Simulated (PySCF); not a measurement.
Identify the unknown among the candidates.

All candidates are C5H7NOSi.

| technique | computed result |
| --- | --- |
| 13C NMR | chemical shifts (computed TMS as zero) by class: 189.5 (1 C), 154.7 (1 C), 151.3 (1 C), 132.4 (1 C), 116.4 (1 C) ppm [GIAO PBE0/pcSseg-1] |
| Valence photoelectron | vertical ionisation energy: 8.96 eV [ΔSCF CAM-B3LYP/def2-SVPD] |
| 1H NMR | chemical shifts (computed TMS as zero) by class: 13.01 (1 H), 9.17 (1 H), 7.91 (1 H), 7.13 (1 H), 6.67 (1 H), 4.74 (2 H) ppm [GIAO PBE0/pcSseg-1] |
| Polarisability | 93.1 au [CAM-B3LYP/def2-SVPD] |
| Triplet | lowest triplet excitation (Tamm–Dancoff): 3.52 eV [TDA CAM-B3LYP/def2-SVPD] |
| Rotational structure | rotational constants A, B, C: 3.519, 1.162, 0.974 GHz [PBE0-D3(BJ)/def2-SVP] |

The electronic properties come from PySCF, for the isolated species, density fitting. Levels stand in brackets. Isolated species at its PBE0-D3(BJ)/def2-SVP geometry (one conformer only). Each NMR value is the plain mean over a class of atoms that symmetry, rotation or inversion makes alike.

Question: Which candidate is it?
A. `[SiH3]Oc1ccccn1`
B. `O=C=N[SiH]1CC=CC1`
C. `[H]/N=C\[SiH2]c1ccco1`
D. `[SiH3]Oc1ccncc1`

Answer: C. It is `[H]/N=C\[SiH2]c1ccco1`. Numbering: `[H]/[N:1]=[CH:2]\[SiH2:3][c:4]1[cH:5][cH:6][cH:7][o:8]1`. Its formula, C5H7NOSi, gives 4 degrees of unsaturation: 1 ring and 3 π bonds in the structure found (Kekulé form). 5 carbons fall into 5 classes; from least to most shielded: C=N carbon [C2] (189.5 ppm), aromatic CH next to a ring oxygen [C7] (154.7 ppm), substituted aromatic carbon [C4] (151.3 ppm), aromatic CH carbon [C5] (132.4 ppm), aromatic CH carbon [C6] (116.4 ppm). Hydrogen classes from least to most shielded: 1 H on a C=N nitrogen, N1 (13.01 ppm), 1 H on a C=N carbon, C2 (9.17 ppm), 1 H on an aromatic CH next to a ring oxygen, C7 (7.91 ppm), 1 H on an aromatic CH carbon, C5 (7.13 ppm), 1 H on an aromatic CH carbon, C6 (6.67 ppm), 2 H on an SiH2 silicon, Si3 (4.74 ppm). The first electron is taken from the HOMO, whose largest Löwdin shares are 0.21 on the substituted aromatic carbon, 0.21 on the aromatic CH next to a ring oxygen, 0.12 on an aromatic CH carbon and 0.11 on an aromatic CH carbon. The optimised geometry has point group C1 and is an asymmetric top.

The others, at the same levels:
- `[SiH3]Oc1ccccn1` fails: its computed 13C shifts are 168.2 (1 C), 153.2 (1 C), 145.2 (1 C), 121.2 (1 C), 115.6 (1 C) ppm, 1H shifts are 8.27 (1 H), 7.72 (1 H), 6.89 (1 H), 6.88 (1 H), 4.96 (3 H) ppm and rotational constant A is 4.810 GHz (against 3.519 GHz).
- `O=C=N[SiH]1CC=CC1` fails: it has 3 carbon classes against 5; its computed 13C shifts are 140.0 (2 C), 127.1 (1 C), 20.9 (2 C) ppm, 1H shifts are 6.12 (2 H), 5.19 (1 H), 1.64 (2 H), 1.60 (2 H) ppm and vertical ionisation energy is 9.44 eV (against 8.96 eV).
- `[SiH3]Oc1ccncc1` fails: it has 3 carbon classes against 5; its computed 13C shifts are 168.2 (1 C), 157.3 (2 C), 116.9 (2 C) ppm, 1H shifts are 8.62 (2 H), 6.70 (2 H), 5.06 (3 H) ppm and rotational constant A is 5.095 GHz (against 3.519 GHz).

Each candidate is one conformer, not necessarily the lowest. Dipoles, sizes and rotational constants follow the conformer. The torsions of the flexible species, by atom-mapped SMILES:
- `[H]/[N:1]=[CH:2]\[SiH2:3][c:4]1[cH:5][cH:6][cH:7][o:8]1`: N1–C2–Si3–C4 -8°, C2–Si3–C4–C5 -124°
- `[SiH3:1][O:2][c:3]1[cH:4][cH:5][cH:6][cH:7][n:8]1`: Si1–O2–C3–C4 180°
- `[SiH3:1][O:2][c:3]1[cH:4][cH:5][n:6][cH:7][cH:8]1`: Si1–O2–C3–C4 178°

The conformers of `O=C=N[SiH]1CC=CC1` aren't listed.
